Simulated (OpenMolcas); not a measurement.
Dy2+ in CsCaBr3

Dy2+ with its 6 nearest bromide ions at 2.933 Å, on the Ca site of CsCaBr3 (a = 5.69 Å, distance in the model lattice 2.845 Å). The rest of the host is ab initio model potentials to 7.6 Å, with orthogonalisation functions on the cations behind the ligands, and point charges beyond; the distance is set by hand and nothing relaxes. Ligand basis ANO-RCC-VDZP.
```
Dy    0.0000    0.0000    0.0000
Br    2.9330    0.0000    0.0000
Br    0.0000    2.9330    0.0000
Br   -2.9330    0.0000    0.0000
Br    0.0000   -2.9330    0.0000
Br    0.0000    0.0000    2.9330
Br    0.0000    0.0000   -2.9330
```

```
Program             : OpenMolcas 26.06
Method              : CASSCF
Basis               : ANO-RCC-VDZP [7s6p4d2f1g]
Scalar Hamiltonian  : DKH2, point nucleus
Active space        : 10 electrons in 7 orbitals (4f)
State averaging     : 2S+1 = 5 even, 35 roots (33 in the spin-orbit step); 2S+1 = 3 even, 106 roots kept (CI in the orbitals of an earlier block); 2S+1 = 1 even, 44 roots kept (CI in the orbitals of an earlier block, 31 in the spin-orbit step)
Spin-orbit coupling : state interaction with AMFI integrals over the reference wave functions
```

The lowest spin-free states (labels of O, the rotations of Oh), above the lowest:

| State | Degeneracy | E (cm-1) |
| --- | --- | --- |
| 5A2 | 1 | 0.0 |
| 5T2 | 3 | 22.5 |
| 5E | 2 | 43.9 |
| 5T1 | 3 | 65.3 |
| 5A1 | 1 | 68.8 |
| 5T2 | 3 | 82.5 |
| 5T1 | 3 | 16392 |
| 5A2 | 1 | 16395 |
| 5A1 | 1 | 16400 |
| 5T2 | 3 | 16409 |
| 3T1 | 3 | 19420 |
| 3T2 | 3 | 19422 |
| 3A2 | 1 | 19441 |
| 3T2 | 3 | 19449 |
| 3E | 2 | 19453 |
| 3T1 | 3 | 19459 |
| 3T2 | 3 | 24847 |
| 3T1 | 3 | 24853 |
| 3E | 2 | 24854 |
| 3T1 | 3 | 24860 |

The lowest levels with spin-orbit coupling:

```
E (cm-1)  Degeneracy  Label  2S+1
     0.0           2      E     5
     2.5           3     T1     5
    13.0           1     A1     5
    33.3           3     T1     5
    38.4           3     T2     5
    45.2           2      E     5
    49.8           3     T2     5
    4238           3     T2     5
    4239           3     T1     5
    4254           1     A2     5
    4255           3     T2     5
    4255           2      E     5
    4259           3     T1     5
    7369           2      E     5
    7370           3     T2     5
    7378           1     A2     5
    7381           3     T2     5
    7383           3     T1     5
    7385           1     A1     5
    9728           3     T1     5
```

Powder χT (cm3 K/mol): 9.75 at 2 K, 12.5 at 10 K, 13.8 at 50 K, 13.9 at 100 K, 13.9 at 200 K, 13.9 at 300 K. The effective moment at 300 K is 2.828 √(χT) = 10.55 μB.

Hund's rules give f10 the level 5I8 with g = 1.250, so an isolated free-ion multiplet has χT = g² J(J+1) / 8 = 14.062 cm3 K/mol. The computed 13.928 at 300 K differs by -1 %, through the field's splitting, the mixing of terms and any other multiplet in reach.

Stevens parameters of the J = 8 multiplet, which is 50 cm-1 wide (cm-1, z along the main axis): B40 = -7.712e-04, B44 = -3.855e-03, B60 = -3.388e-06, B64 = 7.119e-05.

Metal share of the active 4f orbitals (Löwdin): 100, 100, 100, 100, 100, 100, 100 %; Mulliken charge of the metal 1.26.

High states are left out of the spin-orbit mixing, which shifts the levels that they would mix with. Without dynamic correlation the ligand-field splitting of an f shell can come out too small, at times by half. A group larger than the point group allows holds several states that coincide in this model. The first state left out of the spin-orbit step lies near 42000 cm-1 above the lowest spin-free state of the reference (among the parities and spins computed), and the lists stop at four fifths of that energy or lower. No measured value stands beside these numbers; the geometry was set by hand and not optimised.
